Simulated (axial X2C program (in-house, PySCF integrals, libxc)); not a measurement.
Bond lengths and stretching modes, held linear, of MoOH

Computed with an axial X2C code built on PySCF integrals: two-component X2C with atomic mean-field Coulomb and Gaunt terms, Gaussian nuclei, basis Mo dyall-v3z, O dyall-av3z, H dyall-v3z with contracted cores. Spin-free rows use the one-electron spin-free X2C Hamiltonian.

Masses Mo 97.905, O 15.995, H 1.008 u. States: 2c Ω = 5/2 (beyond evenly filled blocks: ω = 5/2); spin-free M_S = 5/2, Λ = 0 (beyond evenly filled blocks: σα, π+α, π-α, δ+α, δ-α).

LDA, spin-free: energies above the lowest point

```json
{"r(Mo–O) (Å)": "1.8427", "r(O–H) (Å)": "0.9253", "E (meV)": "33.51"}
{"r(Mo–O) (Å)": "1.8427", "r(O–H) (Å)": "0.9490", "E (meV)": "0.57"}
{"r(Mo–O) (Å)": "1.8427", "r(O–H) (Å)": "0.9727", "E (meV)": "0.00"}
{"r(Mo–O) (Å)": "1.8900", "r(O–H) (Å)": "0.9253", "E (meV)": "38.91"}
{"r(Mo–O) (Å)": "1.8900", "r(O–H) (Å)": "0.9490", "E (meV)": "6.20"}
{"r(Mo–O) (Å)": "1.8900", "r(O–H) (Å)": "0.9727", "E (meV)": "5.85"}
{"r(Mo–O) (Å)": "1.8900", "r(O–H) (Å)": "0.9964", "E (meV)": "33.04"}
{"r(Mo–O) (Å)": "1.9372", "r(O–H) (Å)": "0.9253", "E (meV)": "97.75"}
{"r(Mo–O) (Å)": "1.9372", "r(O–H) (Å)": "0.9490", "E (meV)": "65.06"}
{"r(Mo–O) (Å)": "1.9372", "r(O–H) (Å)": "0.9727", "E (meV)": "64.76"}
{"r(Mo–O) (Å)": "1.9845", "r(O–H) (Å)": "0.9490", "E (meV)": "165.45"}
{"r(Mo–O) (Å)": "1.9845", "r(O–H) (Å)": "0.9964", "E (meV)": "192.18"}
```

Fit a quadratic surface with cubic terms in each bond: where is the minimum, and what are the two stretching wavenumbers?

At LDA, spin-free: bonds 1.861 and 0.961 Å; harmonic stretches 712.4 and 3911.4 cm⁻¹; force constants 4.34, 8.53 and coupling 0.01 mdyn/Å.

The other levels and Hamiltonians give:

| Hamiltonian | level | r(Mo–O) (Å) | r(O–H) (Å) | lower stretch (cm⁻¹) | upper stretch (cm⁻¹) |
| --- | --- | --- | --- | --- | --- |
| 2c | PBE0 | 1.893 | 0.948 | 678.1 | 4060.5 |
| 2c | HF | 1.934 | 0.930 | 654.1 | 4296.3 |
| 2c | LDA | 1.861 | 0.961 | 712.1 | 3911.8 |
| 2c | MP2 | 1.896 | 0.953 | 669.5 | 3999.7 |
| spin-free | PBE0 | 1.893 | 0.948 | 678.5 | 4060.1 |
| spin-free | HF | 1.934 | 0.930 | 654.5 | 4296.1 |
| spin-free | MP2 | 1.896 | 0.953 | 670.2 | 4000.8 |

Each state is one determinant, the lowest of a limited PBE0 search; the stretches come from a fit to these few points and carry an uncertainty of a few per cent. Other orders of the atoms were not compared. MP2 freezes inner shells (threshold -2 hartree). The molecule was held linear; bending was not examined, so a bent shape may lie lower. Note: several unpaired electrons, one determinant need not be a pure state.
